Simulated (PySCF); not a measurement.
Species: C3H9BSi.
Bonds: B1–C2, C2–C3 (double), C2–Si4, Si4–C5. Hydrogens: H6, H7 on B1; H8, H9 on C3; H10, H11 on Si4; H12, H13, H14 on C5.

Method: PBE0-D3(BJ)/def2-SVP geometry optimisation, gas phase in PySCF; density fitting, grid level 1; the optimiser is geomeTRIC in internal coordinates, started from a GFN2-xTB structure with every atom displaced at random (about 0.01 Å).

Step 0: E = -11796.9112 eV
```
atom  x, y, z in Å  |  force x, y, z in eV/Å
B1      0.9443    1.4742    0.7213   -0.467   0.514  -0.774
C2      1.0354    0.1778   -0.0473   -0.654  -0.104   0.655
C3      1.9399   -0.2478   -0.9108    1.179   0.363  -0.417
Si4    -0.3964   -0.9658    0.3603   -1.347   0.703  -0.102
C5     -2.0606   -0.1685   -0.2039    0.971   0.310   1.278
H6      0.3005    2.3942    0.2717   -0.045   0.070  -0.004
H7      1.3962    1.5961    1.7903    0.448   0.059   1.047
H8      1.9350   -1.2132   -1.3774   -0.192  -0.813  -0.367
H9      2.8074    0.3688   -1.1615    0.101   0.094  -0.141
H10    -0.4896   -1.2357    1.8217    0.071  -0.004   0.150
H11    -0.2205   -2.2328   -0.3451    0.227  -0.558  -0.321
H12    -2.8831   -0.8537   -0.0976   -0.625  -0.684   0.076
H13    -2.3177    0.7228    0.4014    0.179  -0.163  -0.007
H14    -2.0211    0.1624   -1.2220    0.153   0.212  -1.072
```

Step 1: E = -11797.0481 eV
```
atom  x, y, z in Å  |  force x, y, z in eV/Å
B1      0.9000    1.5167    0.6620    0.003  -0.003   0.103
C2      1.0267    0.1626   -0.0478    0.004   0.065  -0.058
C3      2.0048   -0.2726   -0.8597   -0.039  -0.136  -0.003
Si4    -0.4425   -0.9870    0.2859   -0.067   0.091   0.209
C5     -2.0759   -0.1398   -0.1353    0.064  -0.273  -0.406
H6      0.2832    2.4266    0.1557   -0.013   0.036  -0.032
H7      1.3117    1.6724    1.7940    0.000  -0.023  -0.068
H8      1.9932   -1.2732   -1.3112   -0.034   0.053  -0.002
H9      2.8737    0.3440   -1.1088    0.080   0.044  -0.006
H10    -0.4595   -1.3271    1.7435   -0.010  -0.048   0.030
H11    -0.2039   -2.2490   -0.4829   -0.067   0.062  -0.062
H12    -2.9265   -0.8361   -0.0298    0.099   0.063   0.008
H13    -2.2600    0.7216    0.5173    0.019   0.112   0.106
H14    -2.0554    0.2198   -1.1819   -0.040  -0.041   0.182
```

Problem. Estimate the geometry and energy of step 2. (The exact step hangs on the optimiser's Hessian estimate; all steps are aligned on step 1, rigid shifts and turns removed.)

Solution. E = -11797.0569 eV, largest force 0.090 eV/Å
```
atom  x, y, z in Å  |  force x, y, z in eV/Å
B1      0.9075    1.5272    0.6721    0.058   0.005   0.024
C2      1.0253    0.1744   -0.0425   -0.008   0.070  -0.007
C3      1.9932   -0.2720   -0.8612   -0.028  -0.051  -0.001
Si4    -0.4423   -0.9767    0.3023    0.009   0.005   0.089
C5     -2.0700   -0.1548   -0.1488   -0.012  -0.024  -0.086
H6      0.2955    2.4461    0.1714   -0.008  -0.017  -0.009
H7      1.3368    1.6768    1.7957   -0.008  -0.009  -0.003
H8      1.9494   -1.2662   -1.3218    0.029   0.002   0.001
H9      2.8765    0.3283   -1.1115   -0.018   0.008  -0.006
H10    -0.4669   -1.3292    1.7593   -0.002  -0.004  -0.019
H11    -0.2119   -2.2285   -0.4822   -0.004   0.005  -0.034
H12    -2.9108   -0.8580   -0.0443    0.005   0.008   0.023
H13    -2.2646    0.7104    0.5036   -0.009   0.004  -0.003
H14    -2.0482    0.2009   -1.1912   -0.003  -0.001   0.029
```

The energy changes by -0.0088 eV. The first-order estimate −F·Δx gives -0.0159 eV and the mean of the old and new forces, exact on a quadratic surface, -0.0088 eV. The step makes an angle of 74° with the force vector and moves no atom by more than 0.046 Å.

What follows is the cost of the whole optimisation. The run took 2.4 min on one thread, Arm Neoverse V1 (aarch64), no GPU, shared host with 32 logical CPUs at a one-minute load of 28, and the process peaked at 0.50 GiB of memory.
